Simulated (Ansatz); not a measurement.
Geometry optimisation, Ansatz 0.2.0, RKS PBE/def2-SVP.

Input:

```yaml
crystal:
  periodic: [false, false, false]
  atoms:
    - { symbol: B, position_ang: [0.0, 0.0, 0.0] }
    - { symbol: F, position_ang: [0.0, 0.0, 1.67] }
    - { symbol: Cl, position_ang: [1.6108, 0.0, -0.93] }
    - { symbol: Cl, position_ang: [-1.6108, 0.0, -0.93] }
    - { symbol: H, position_ang: [0.0623, -1.4126, 0.4698] }
    - { symbol: H, position_ang: [0.0491, -1.1133, 1.3144] }
basis:
  gaussian: { orbitals: def2-SVP }
hamiltonian:
  xc: pbe
relax:
  f_tol: 0.15
  max_steps: 25
  restrain:
    - { distance: [0, 4], at: 2.39, k: 30.0 }
    - { distance: [5, 1], at: 2.12, k: 30.0 }
    - { distance: [0, 1], at: 1.32, k: 30.0 }
    - { distance: [5, 4], at: 0.66, k: 30.0 }
```

Command:

```bash
$ ansatz run input.yaml --threads 1 --pin off --max-ram 2048MiB --backend cpu --events-out ev --progress --plain --runs-dir out
```

Problem. Where does it end, and by what steps?

Solution. The forces met the threshold. The restraints hold the end off the free minimum; the threshold counts their pulls, which the force column leaves out. Restrained pairs: B1–H5 (1.49 → 2.40 Å), F2–H6 (1.17 → 2.13 Å), B1–F2 (1.67 → 1.32 Å), H5–H6 (0.90 → 0.72 Å). After 6 steps the energy has fallen by 2.903 eV (the restraints' own energy left out); H5 moved furthest, 0.65 Å.

```json
{"step": "0", "energy less start (eV)": "0.0000", "largest force component (eV/Å)": "3.762", "accepted": "yes"}
{"step": "1", "energy less start (eV)": "-0.8145", "largest force component (eV/Å)": "3.087", "accepted": "yes"}
{"step": "2", "energy less start (eV)": "-1.8018", "largest force component (eV/Å)": "3.761", "accepted": "yes"}
{"step": "3", "energy less start (eV)": "-2.5232", "largest force component (eV/Å)": "2.296", "accepted": "yes"}
{"step": "4", "energy less start (eV)": "-2.8071", "largest force component (eV/Å)": "1.336", "accepted": "yes"}
{"step": "5", "energy less start (eV)": "-2.8766", "largest force component (eV/Å)": "0.859", "accepted": "yes"}
{"step": "6", "energy less start (eV)": "-2.9030", "largest force component (eV/Å)": "1.526", "accepted": "yes"}
```

```xyz
6
Properties=species:S:1:pos:R:3
B 0.003 0.268 0.012
F 0.000 0.516 1.313
Cl 1.532 0.201 -0.850
Cl -1.531 0.133 -0.836
H 0.058 -2.031 0.684
H 0.049 -1.613 1.271
```

Run time: 15 s on 1 thread of Arm Neoverse V1, with other jobs on the host, peak memory 0.14 GiB.
